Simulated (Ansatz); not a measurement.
`[OH][Zr]([F])([Cl])[I]` + NH₃ → `[NH2][Zr]([F])([Cl])[I]` + H₂O at 600 K and 1 bar (ligand exchange at a Zr–O bond).

Computed with Ansatz on PBE0-D4/def2-TZVP structures; ΔE is electronic, products minus reactants. CCSD(T)/CBS is the MP2 limit (def2-TZVPP, def2-QZVPP) plus CCSD(T) − MP2 in def2-TZVPP, frozen cores. This one scheme is used for every species. def2 core potentials past Kr. For I, Zr outer-core shells are correlated without core-valence functions, which leaves a few kJ/mol of doubt a bond. One conformer a species, not always the lowest.

```tsv
species	CCSD(T)/CBS energy (Eh)	H − E (kJ/mol)	S (J/(mol·K))
`[OH][Zr]([F])([Cl])[I]`	-980.07339	102.0	481.2
NH₃	-56.50880	112.4	219.5
`[NH2][Zr]([F])([Cl])[I]`	-960.17881	136.5	489.6
H₂O	-76.37941	76.8	212.8
```

H − E and S are ideal-gas, rigid-rotor, harmonic terms from PBE0-D4/def2-TZVP, for one conformer and one mirror image of each species. 1 Eh = 2625.50 kJ/mol, R = 8.31446 J/(mol·K).

Question: By hand: ΔE, ΔH, ΔS and ΔG.

Answer: ΔE = (-960.17881) + (-76.37941) − (-980.07339) − (-56.50880) = 0.02397 Eh = 62.9 kJ/mol. Δ(H − E) = 136.5 + 76.8 − 102.0 − 112.4 = -1.1, so ΔH = 61.8 kJ/mol. ΔS = 489.6 + 212.8 − 481.2 − 219.5 = 1.7 J/(mol·K). ΔG = 61.8 − 600 × (1.7)/1000 = 60.8 kJ/mol.

Question: By hand: the equilibrium constant, and the temperature at which ΔG would vanish if ΔH and ΔS stayed fixed.

Answer: log₁₀ K = −ΔG/(RT ln 10) = -5.3. ΔG = 0 at ΔH/ΔS = 36353 K, far beyond where these terms or the molecules hold.

The number of gas molecules stays the same, so ΔS is small and ΔH decides. A doubt of 5 kJ/mol in ΔE shifts log₁₀ K by 0.4 here. Other conformers and mirror images would add mixing entropy, several J/(mol·K) or more a flexible species. These are equilibria of isolated gas molecules and say nothing of rates. Largest T1 diagnostic: 0.015 (customary marks: 0.02 for closed shells, 0.045 for open ones).
